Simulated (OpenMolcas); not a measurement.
# Co5+, Rh5+, Ir5+: d⁴ down the group

```json
{
 "Program": "OpenMolcas 26.06",
 "Method": "MS-CASPT2, IPEA 0.25 Eh, imaginary shift 0.1 Eh",
 "Basis": "ANO-RCC-VQZP",
 "Scalar Hamiltonian": "DKH2, point nucleus",
 "Spin-orbit coupling": "RASSI with atomic mean-field integrals over the reference wave functions, term energies averaged over their components"
}
```

Active space for each ion: 4 electrons in 5 orbitals (d); closed shells correlated by CASPT2: Co5+ 3s 3p; Rh5+ 4s 4p; Ir5+ 5s 5p.

Computed levels in cm-1 above ⁵D₀:

```tsv
Level	Co5+	Rh5+	Ir5+
⁵D₁	211	661	5720
⁵D₂	614	1721	10460
⁵D₃	1184	3000	13960
⁵D₄	1893	4420	16010
³H₄	28690	19870	24550
³P₁(1)	28730	21480	30250
³H₅	29160	21440	30510
³H₆	29660	22650	33160
³F₂(1)	30960	23110	29450
weight of ⁵D in the lowest level (%)	100	96	61
```

Mixed levels, with the weight of the term that names them: Ir5+ ⁵D₀ (61 %), Ir5+ ⁵D₄ (62 %), Ir5+ ³H₄ (55 %), Ir5+ ³P₁(1) (74 %), Ir5+ ³H₆ (72 %), Ir5+ ³F₂(1) (63 %).

Measured, with the error of the calculation in %. Measured levels: Co5+ from Sugar and Corliss, J. Phys. Chem. Ref. Data 10, 1097 (1981).

```tsv
Level	Co5+
⁵D₁	204 (+3.3)
⁵D₂	589 (+4.3)
⁵D₃	1125 (+5.3)
⁵D₄	1782 (+6.3)
³H₄	28377 (+1.1)
³P₁(1)	28462 (+1.0)
³H₅	28806 (+1.2)
³H₆	29234 (+1.5)
³F₂(1)	30555 (+1.3)
```

The fine-structure level ⁵D₄ changes by a factor of 8.46 from Co5+ to Ir5+.

Without spin-orbit coupling ³H lies 28140, 18990, 17270 cm-1 above ⁵D in that order; the difference to the level ³H₄, of either sign, comes from spin-orbit coupling, which also lowers the zero.

CASPT2 breaks the degeneracy within a term, and the mean is taken; among the terms shown or strongly mixed into the levels shown the widest spread is 1000 cm-1 (5d⁴ ¹I, Ir5+). The CASPT2 spread within a term exceeds the gap to the next term for 5d⁴ ¹I and 5d⁴ ³D, so the order of their levels is uncertain (holds for Ir5+). Computed and measured levels are paired by configuration, term and J; levels that our copy of the source lacks, or whose pairing is in doubt (as where it misses far off the trend of its configuration), stay unpaired and out of the deviations. Only configurations of the active space appear.

A number in round brackets counts repeated terms of one configuration in the order of the reference energies.
